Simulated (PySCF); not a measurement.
## TeO₂: from structure and modes to constants

Level of theory: PBE0/[Te x2c-TZVPall, O x2c-TZVPall], spin-free X2C, density fitting, no spin–orbit coupling, PySCF.

The singlet minimum has C2v symmetry. Masses (u): Te 129.90622, O 15.99492.

```xyz
3
charge 0 multiplicity 1, angstrom
Te    0.0000    0.0000   -0.2029
O     1.4566    0.0000    0.8258
O    -1.4566    0.0000    0.8258
```

Harmonic wavenumbers (cm⁻¹): 299.8 (a1, ×1), 896.0 (a1, ×1), 907.8 (b2, ×1).

(1) Find the principal moments of inertia and the rotational constants. What kind of rotor is it?

(2) What is the harmonic zero-point energy?

(3) Find the vibrational entropy and heat capacity at 298.15 K.

(4) Give the standard entropy (298.15 K, 1 bar) by its translational, rotational, vibrational and spin parts, and Cp.

## Answers

(1) About the centre of mass I = 27.161, 67.871, 95.032 u Å². With B = 16.8576/I this gives 0.6207, 0.2484, 0.1774 cm⁻¹. The molecule is an asymmetric top with κ = -0.68.

(2) Half the sum of all 3 wavenumbers, 2104/2 = 1052 cm⁻¹, which is 12.6 kJ/mol (1 cm⁻¹ = 0.0119627 kJ/mol).

(3) With u = 1.43878 ω/T, each mode gives S = R[u/(eᵘ−1) − ln(1−e⁻ᵘ)] and C = R u² eᵘ/(eᵘ−1)².
```csv
ω (cm⁻¹),u,S (J/(mol K)),C (J/(mol K))
299.8,1.447,5.93,7.00
896.0,4.324,0.59,2.12
907.8,4.381,0.57,2.05
```
The sums over all modes are S = 7.1 and C = 11.2 J/(mol K); the softest mode gives 84 % of the entropy.

(4) Sackur–Tetrode with M = 161.90 u gives 172.3; rotation with symmetry number 2 gives 93.0; vibration 7.1; spin R ln 1 = 0.0. The total is 272.3 J/(mol K), and Cp = 4 R + 11.2 = 44.4 J/(mol K).
